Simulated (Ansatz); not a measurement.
Ansatz (a program for electronic structure) input:
A basis named .json is the Basis Set Exchange file of that set.

Ansatz 0.2 input:
```yaml
crystal:
  periodic: [false, false, false]
  atoms:
    - {symbol: P, position_ang: [0.03250720, -0.05666463, 0.05072503]}
    - {symbol: H, position_ang: [0.00392946, -0.00963856, -1.35582486]}
    - {symbol: H, position_ang: [1.39733700, 0.61532213, 0.12299923]}
    - {symbol: H, position_ang: [-0.65116604, 1.13786303, 0.34586113]}
    - {symbol: H, position_ang: [-1.23770843, -0.89357720, 0.12608909]}
basis:
  gaussian:
    orbitals: aug-cc-pV_D+d_Z.json
magnetization: {spin_polarized: true, initial_magnetization: 1}
correlation: {method: ccsd_t, electrons: outside_noble_gas}
output: {forces: true}
```

Q: What final total energy does it print?

A: -343.16289 Eh (CCSD(T)/aug-cc-pV(D+d)Z). The basis has 68 functions.
